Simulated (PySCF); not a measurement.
Harmonic spectrum computed at PBE0 in the def2-TZVP basis family (core potentials from Rb on, PySCF, no spin–orbit coupling):

```json
{"ω (cm⁻¹)": "823", "IR (km/mol)": "14.3"}
{"ω (cm⁻¹)": "2020", "IR (km/mol)": "1.0"}
{"ω (cm⁻¹)": "2114", "IR (km/mol)": "0.1"}
```

Which molecule gave it? In each, all ligands are bound to the one heavy central atom.
A. SiH₂⁺ (doublet)
B. GaH₂⁺ (singlet)
C. GeH₂⁺ (doublet)
D. BrH₂⁺ (singlet)

C. It has C2v symmetry with Ge–H 1.552 Å (×2).
